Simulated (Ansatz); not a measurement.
Harmonic frequencies (cm⁻¹) at PBE0-D4/def2-TZVP from Ansatz: 62, 154, 206, 285, 301, 393, 421, 627, 736, 766, 837, 881, 914, 956, 1056, 1248, 1324, 1461, 1576, 2253, 3049, 3104, 3613, 3711.

Each molecule was computed in one conformer, which needn't be the lowest.

(1) Which molecule is it?
A. `OP1[SiH2]C[Se]1`
B. `N[SiH](F)CF`
C. `C[SiH2][AsH2]`
D. `NC(F)(F)[SiH3]`

Results:

(1) B.
